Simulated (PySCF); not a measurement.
## Energy of Pd (palladium, neutral) between two integer charges

The 4d beta orbital of [Kr] 4d10 is emptied in steps (occupation f), with all orbitals relaxed, ending at [Kr] 4d9. Calculation: PySCF 2.14, in def2-SVP with the def2 core potential (28 electrons) (5s3p2d1f, 31 functions); scalar relativity through the core potential. The exact energy is a straight line in f; departures are measured from the line between the end points of the same method.

| f | UHF (eV) | LDA (eV) | PBE (eV) | PBE0 (eV) | r2SCAN (eV) | LC-wPBE (eV) | BHandHLYP (eV) | wB97X (eV) | B3LYP (eV) | CAM-B3LYP (eV) |
| --- | --- | --- | --- | --- | --- | --- | --- | --- | --- | --- |
| 1 | 0.000 | 0.000 | 0.000 | 0.000 | 0.000 | 0.000 | 0.000 | 0.000 | 0.000 | 0.000 |
| 0.8 | 0.379 | -0.843 | -0.823 | -0.527 | -0.769 | -0.072 | -0.236 | -0.130 | -0.592 | -0.302 |
| 0.6 | 0.542 | -1.275 | -1.244 | -0.797 | -1.156 | -0.115 | -0.363 | -0.200 | -0.895 | -0.461 |
| 0.4 | 0.518 | -1.287 | -1.253 | -0.804 | -1.161 | -0.120 | -0.372 | -0.205 | -0.903 | -0.468 |
| 0.2 | 0.330 | -0.865 | -0.842 | -0.541 | -0.778 | -0.084 | -0.254 | -0.139 | -0.607 | -0.317 |
| 0 | 0.000 | 0.000 | 0.000 | 0.000 | 0.000 | 0.000 | 0.000 | 0.000 | 0.000 | 0.000 |

**Question.** For LDA, how does the orbital energy at f = 1 compare with the removal energy?

**Answer.** −ε = 3.975 eV against a total-energy difference of 9.195 eV. By Janak's theorem ε = ∂E/∂f, so the gap between them reflects the curvature. Along the path −ε is 5.998 (f = 0.8), 8.077 (f = 0.6), 10.212 (f = 0.4), 12.402 (f = 0.2) eV.

| method | E(f=0) − E(f=1) (eV) | −ε at f=1 (eV) | −ε at f=0.4 (eV) |
| --- | --- | --- | --- |
| UHF | 6.270 | 8.747 | 5.721 |
| LDA | 9.195 | 3.975 | 10.212 |
| PBE | 8.719 | 3.622 | 9.715 |
| PBE0 | 8.359 | 5.096 | 8.996 |
| r2SCAN | 8.400 | 3.649 | 9.341 |
| LC-wPBE | 8.207 | 7.781 | 8.278 |
| BHandHLYP | 7.979 | 6.544 | 8.245 |
| wB97X | 8.406 | 7.617 | 8.554 |
| B3LYP | 8.576 | 4.911 | 9.290 |
| CAM-B3LYP | 8.453 | 6.596 | 8.805 |

Reference removal energy between the ground levels: 8.337 eV (measured; NIST Atomic Spectra Database, ionization energies). The calculation has no spin-orbit coupling. UHF lacks correlation.
